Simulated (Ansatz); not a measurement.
`C=C1C[SiH]1[SiH3]`, relaxed with RKS PBE-D4/def2-SVP in Ansatz from a rough embedded geometry. The force threshold is 0.03 eV/Å; the program also tests the step.

The species carries charge 0 and has multiplicity 1.

Start:

```xyz
13

C     0.055    2.332   -0.124
C    -0.128    1.129    0.346
C     0.425    0.501    1.499
Si   -1.045   -0.243   -0.256
Si    0.184   -1.974   -1.128
H    -0.470    2.779   -0.974
H     0.674    3.063    0.432
H    -0.238    0.289    2.273
H     1.259   -0.188    1.285
H    -2.112   -0.687    0.677
H     0.883   -2.762   -0.077
H    -0.703   -2.840   -1.937
H     1.216   -1.398   -2.015
```

Task: How much energy does the relaxation release, and in how many steps? (An estimate is asked.)

Result: The calculation gave: 31.41 kcal/mol, in 17 steps, 1 of them rejected.

Task: Which bonds change most? (An estimate is asked.)

Result: Computed: C3–Si4 from 2.408 to 1.915 Å; C2–Si4 from 1.757 to 1.856 Å; C2–C3 from 1.425 to 1.500 Å; C3–H8 from 1.040 to 1.108 Å.

Task: Give the relaxed structure. (An estimate is asked.)

Result: Ansatz gave: 
```xyz
13

C    -0.091    2.397   -0.238
C    -0.181    1.174    0.299
C     0.376    0.414    1.467
Si   -0.788   -0.580    0.317
Si    0.197   -2.079   -1.171
H    -0.639    2.665   -1.157
H     0.535    3.184    0.221
H    -0.001    0.682    2.473
H     1.460    0.188    1.470
H    -2.175   -0.845    0.825
H     0.225   -3.481   -0.619
H    -0.527   -2.107   -2.492
H     1.610   -1.611   -1.396
```
